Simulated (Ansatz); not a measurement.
Cost and result for the atomization energy of GeH7NO2Si, SMILES `O[SiH2][NH][GeH2][OH]` (12 atoms, 11 bonds).

| atom | x (Å) | y (Å) | z (Å) |
| --- | --- | --- | --- |
| O1 | 1.8458 | 0.4947 | -0.3368 |
| Si2 | 0.6252 | 1.5818 | -0.2247 |
| N3 | -0.8509 | 0.7191 | 0.0323 |
| Ge4 | -0.9250 | -1.0118 | 0.5782 |
| O5 | 0.1912 | -1.8747 | -0.5402 |
| H6 | 1.5867 | -0.3637 | -0.7001 |
| H7 | 0.4300 | 2.4136 | -1.4451 |
| H8 | 0.9958 | 2.4692 | 0.9051 |
| H9 | -1.6642 | 1.0316 | -0.4757 |
| H10 | -2.3574 | -1.5398 | 0.4016 |
| H11 | -0.3793 | -1.2043 | 2.0025 |
| H12 | 0.5022 | -2.7157 | -0.1971 |

The species carries charge 0 and has multiplicity 1. Correlated methods include outer-core shells of Ge, which these sets cover unevenly. Scalar relativity is left out up to krypton. Geometry: relaxed with PBE0-D4/def2-TZVP. It is one conformer, not always the lowest. Program: Ansatz. All runs use 2 threads of an AMD EPYC 7R13 on a shared host and a share of an NVIDIA H100 80 GB. Times are those of one run each, without the atoms' runs, and a repeat can differ threefold. Electronic energies, without spin–orbit coupling; frozen cores. CCSD(T)/CBS adds CCSD(T) − MP2 in def2-TZVPP to the MP2 limit, and its time is that of the two runs behind it. T1 = 0.012. With those shells the extrapolation isn't a true limit. B3LYP takes the VWN-RPA correlation (the form of Gaussian; ORCA's B3LYP/G).

CCSD(T)/CBS is a level of theory with its own doubt, some kJ/mol a heavy atom from the limit and from the frozen cores, so smaller differences don't rank the functionals.

```tsv
level	functions	wall time
PBE-D4/def2-TZVPP (with forces)	281	2.8 s
PBE0-D4/def2-TZVPP	281	3 s
r2SCAN-D4/def2-TZVPP (with forces)	281	3.2 s
B3LYP-D4/def2-TZVPP (with forces)	281	4.6 s
MP2/def2-QZVPP	540	4.8 s
B2PLYP/def2-TZVPP	281	5 s
ωB97X-V/def2-TZVPP	281	6.5 s
ωB97M-V/def2-TZVPP (with forces)	281	9 s
CCSD(T)/def2-TZVPP	281	11 s
CCSD(T)/CBS(def2)	–	15 s
```

(1) What atomization energy does each give, and how far from CCSD(T)/CBS? (An estimate is asked.)

Results:

(1) Computed: 
```tsv
level	atomization (kJ/mol)	difference from CCSD(T)/CBS	per bond
PBE-D4/def2-TZVPP (with forces)	4090.3	-13.2	-1.2
PBE0-D4/def2-TZVPP	4012.0	-91.5	-8.3
r2SCAN-D4/def2-TZVPP (with forces)	4062.7	-40.8	-3.7
B3LYP-D4/def2-TZVPP (with forces)	4057.1	-46.4	-4.2
MP2/def2-QZVPP	4114.2	10.7	1.0
B2PLYP/def2-TZVPP	4022.9	-80.6	-7.3
ωB97X-V/def2-TZVPP	4098.9	-4.6	-0.4
ωB97M-V/def2-TZVPP (with forces)	4078.0	-25.5	-2.3
CCSD(T)/def2-TZVPP	3982.2	-121.3	-11.0
CCSD(T)/CBS(def2)	4103.5	0.0	0.0
```

In def2-TZVPP, CCSD(T) changes the Hartree–Fock value by +1156.0 kJ/mol (the triples alone add +61.5 kJ/mol) and MP2 by +1215.5 kJ/mol; breaking electron pairs costs correlation energy, which Hartree–Fock lacks. From PBE to PBE0 (25 % exact exchange), in def2-TZVPP and without D4, the atomization energy moves by −74.0 kJ/mol: exact exchange takes away binding that semilocal exchange gives to molecules. The D4 term adds +44.7 kJ/mol with B3LYP and +23.5 kJ/mol with PBE0; it sums over pairs of atoms, weighted by their polarisabilities, and B3LYP, whose exchange is more repulsive, gets the larger term.
